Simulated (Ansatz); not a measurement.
Reactions of C₃H₆S₂Si (`C#CSS[SiH2]C`).

Gas-phase electronic energies from Ansatz, PBE0-D4/def2-TZVP geometries. CCSD(T)/CBS adds triple-zeta CCSD(T) − MP2 to the extrapolated MP2 energy (def2 sets, frozen cores). This one scheme is used for every species. DFT in def2-TZVPP. Elements past krypton have def2 core potentials. For Ga, Sb outer-core shells are correlated without core-valence functions, which leaves a few kJ/mol of doubt a bond. Scalar relativity is left out up to krypton. Each species was taken in one conformer, which may not be the lowest.

```
                                                         reaction  CCSD(T)/CBS(def2) (eV)
            `C#CSS[SiH2]C` + `NB(O)F` → `C[SiH2]OB(N)F` + `C#CSS`                       ?
    `C#CSS[SiH2]C` + `N[SiH](O)O` → `C[SiH2]N[SiH](O)O` + `C#CSS`                    0.06
`C#CSS[SiH2]C` + `[SiH3][GaH2]` → `C#C[SiH2][GaH2]` + `C[SiH2]SS`                   -0.72
                      `C#CSS[SiH2]C` + PH₃ → `C[SiH2]P` + `C#CSS`                    0.46
     `C#CSS[SiH2]C` + `[SH][SbH2]` → `C[SiH2][S][SbH2]` + `C#CSS`                   -0.04
   `C#CSS[SiH2]C` + `[NH2][AlH2]` → `C[SiH2][NH][AlH2]` + `C#CSS`                    0.08
                `C#CSS[SiH2]C` + `C=CS` → `C=CS[SiH2]C` + `C#CSS`                       ?
      `C#CSS[SiH2]C` + `C[SiH2]BS` → `C#CSB[SiH2]C` + `C[SiH2]SS`                    0.42
```

(1) Fill in the missing values. (An estimate is asked.)

Largest T1 diagnostic: 0.014, for `C[SiH2]BS`.

## Answers

(1) The calculation gave: `C#CSS[SiH2]C` + `NB(O)F` → `C[SiH2]OB(N)F` + `C#CSS`: -0.42 eV; `C#CSS[SiH2]C` + `C=CS` → `C=CS[SiH2]C` + `C#CSS`: +0.05 eV.
